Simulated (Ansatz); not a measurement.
BrH3Ti (SMILES [TiH3][Br]) moved off its minimum; all values from Ansatz (a first-principles code), cores frozen in correlated methods.
(charge 0, multiplicity 1)
```xyz
5

Ti     1.10967    -0.03352     0.76972
Br    -0.84512     0.10644    -0.53200
H      2.20432     0.86415    -0.37342
H      1.18530     0.43330     2.31208
H      1.89729    -1.45706     0.60178
```

Problem. Give the forces (eV/Å), the total energy and the dipole at CCSD(T)/def2-TZVPPD.

Solution. 
```
atom      Fx      Fy      Fz
----  ------  ------  ------
Ti1    0.380   0.851  -2.346
Br2   -0.164  -0.077   0.149
H3    -0.506  -0.405   0.836
H4    -0.030   0.509   1.408
H5     0.320  -0.878  -0.047
```
Energy -3422.9141 hartree, dipole 1.03 D.

Doubts at one or more of the structures used: a restricted determinant that unrestricted orbitals would lower (CCSD(T)/def2-TZVPPD).
